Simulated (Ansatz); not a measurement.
`CC[SiH2]Br` + H₂O → `OC[SiH2]Br` + CH₄ at 700 K and 1 bar (formal hydrolysis of a C–C bond).

Isolated molecules relaxed with PBE0-D4/def2-TZVP in Ansatz; ΔE leaves out vibrations. CCSD(T)/CBS is the MP2 limit (def2-TZVPP, def2-QZVPP) plus CCSD(T) − MP2 in def2-TZVPP, frozen cores. This one scheme is used for every species. For Br outer-core shells are correlated without core-valence functions, which leaves a few kJ/mol of doubt a bond. Scalar relativity is left out up to krypton. One conformer a species, not always the lowest.

```json
{"species": "`CC[SiH2]Br`", "CCSD(T)/CBS energy (Eh)": "-2942.77097", "H − E (kJ/mol)": "293.8", "S (J/(mol·K))": "455.9"}
{"species": "H₂O", "CCSD(T)/CBS energy (Eh)": "-76.37941", "H − E (kJ/mol)": "80.5", "S (J/(mol·K))": "218.4"}
{"species": "`OC[SiH2]Br`", "CCSD(T)/CBS energy (Eh)": "-2978.66534", "H − E (kJ/mol)": "225.9", "S (J/(mol·K))": "435.5"}
{"species": "CH₄", "CCSD(T)/CBS energy (Eh)": "-40.46206", "H − E (kJ/mol)": "145.9", "S (J/(mol·K))": "224.0"}
```

H − E and S are ideal-gas, rigid-rotor, harmonic terms from PBE0-D4/def2-TZVP, for one conformer and one mirror image of each species. 1 Eh = 2625.50 kJ/mol, R = 8.31446 J/(mol·K).

Problem. By hand: ΔE, ΔH, ΔS and ΔG.

Solution. ΔE = (-2978.66534) + (-40.46206) − (-2942.77097) − (-76.37941) = 0.02298 Eh = 60.3 kJ/mol. Δ(H − E) = 225.9 + 145.9 − 293.8 − 80.5 = -2.5, so ΔH = 57.8 kJ/mol. ΔS = 435.5 + 224.0 − 455.9 − 218.4 = -14.8 J/(mol·K). ΔG = 57.8 − 700 × (-14.8)/1000 = 68.2 kJ/mol.

Problem. By hand: the equilibrium constant, and the temperature at which ΔG would vanish if ΔH and ΔS stayed fixed.

Solution. log₁₀ K = −ΔG/(RT ln 10) = -5.1. ΔH and −TΔS have one sign here, so there is no such temperature.

The number of gas molecules stays the same, so ΔS is small and ΔH decides. A doubt of 5 kJ/mol in ΔE shifts log₁₀ K by 0.4 here. Other conformers and mirror images would add mixing entropy, several J/(mol·K) or more a flexible species. These are equilibria of isolated gas molecules and say nothing of rates. Largest T1 diagnostic: 0.009 (customary marks: 0.02 for closed shells, 0.045 for open ones).
